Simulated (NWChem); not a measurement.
System: AlNH₃Cl₂ cation, singlet

```xyz
7

Al    -0.0740     0.0009     0.0011
Cl     0.6717    -1.9056    -0.0002
Cl     0.6666     1.9095    -0.0002
N     -2.0611    -0.0062     0.0008
H     -2.4510    -0.1931    -0.9328
H     -2.4586     0.8922     0.3033
H     -2.4514    -0.7328     0.6149
```
Atoms are numbered in this order, from 1.

Results from NWChem. Low-valent species are run as closed-shell singlets; no triplet was tried in these runs. Geometry: optimised at B3LYP/6-31G* (spherical d).

Q: What does the run give for B97-2/def2-TZVP? Quantities: highest occupied level (eV); orbital gap (eV).

A: The highest occupied level (eV) is -13.92 and the orbital gap (eV) is 7.63.
